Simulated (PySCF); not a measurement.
**Correlation energy of Al (aluminium, neutral)**

[Ne] 3s2 4s1, 2S determinant (an excited configuration). All numbers are calculated (PySCF 2.14, the non-relativistic Hamiltonian (point nucleus), in dyall-av3z (19s12p3d2f, 84 functions)). Frozen: [Ne]; 3 electrons correlated; the 23 highest virtual orbitals of each spin left out.

MP2 pair energies summed by pair of shells (mhartree):

```json
{"pair": "3s-3s", "energy": "-28.31", "share (%)": "83.8"}
{"pair": "3s-4s", "energy": "-5.47", "share (%)": "16.2"}
```

Total MP2 correlation energy: -33.78 mhartree.

Same-spin part -1.99 and opposite-spin part -31.80 mhartree; SCS-MP2 scales them by 1/3 and 6/5 to -38.82 mhartree.
